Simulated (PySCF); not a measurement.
Compound: [NiI4]2- (charge -2 and triplet state).
Cartesian coordinates in Å at the PBE0-D3(BJ)/def2-SVP level; atoms count from 1:
```
atom  x, y, z in Å
Ni1   -0.031   -0.078   -0.027
I2     0.031    0.029    2.633
I3     2.514    0.002   -0.823
I4    -1.138    2.199   -0.851
I5    -1.301   -2.264   -0.994
```

Theory: PySCF, PBE0-D3(BJ)/def2-SVP geometry optimisation, gas phase, def2 core potentials past Kr.

Problem. Which atoms are bound to Ni1, and at what distances?

Solution. 4 atoms: I4 2.662 Å, I2 2.663 Å, I3 2.668 Å, I5 2.706 Å.

Problem. List the angles at Ni1.

Solution. 
| angle | degrees | distance of the outer atoms (Å) |
| --- | --- | --- |
| I2–Ni1–I5 | 113.6 | 4.49 |
| I4–Ni1–I5 | 112.7 | 4.47 |
| I3–Ni1–I5 | 111.4 | 4.44 |
| I2–Ni1–I4 | 106.5 | 4.27 |
| I3–Ni1–I4 | 106.2 | 4.26 |
| I2–Ni1–I3 | 105.9 | 4.26 |

Problem. What is the shape at Ni1?

Solution. Distorted tetrahedral: angles from 105.9° to 113.6°; τ4 = (360° − α − β)/141° = 0.95 with α and β the two widest (0 for a square, 1 for a tetrahedron). The Ni–I distances aren't all alike: 2.662 to 2.706 Å.

Charge -2, triplet. ⟨S²⟩ = 2.003 (exact for a triplet: 2.00). Whether so highly charged an anion holds all its electrons in the gas phase wasn't checked; a finite basis holds them in any case. No counter-ion or solvent screens the charge of this multiply charged ion. The geometry's basis has no diffuse functions, a weakness for an anion. No frequency check.
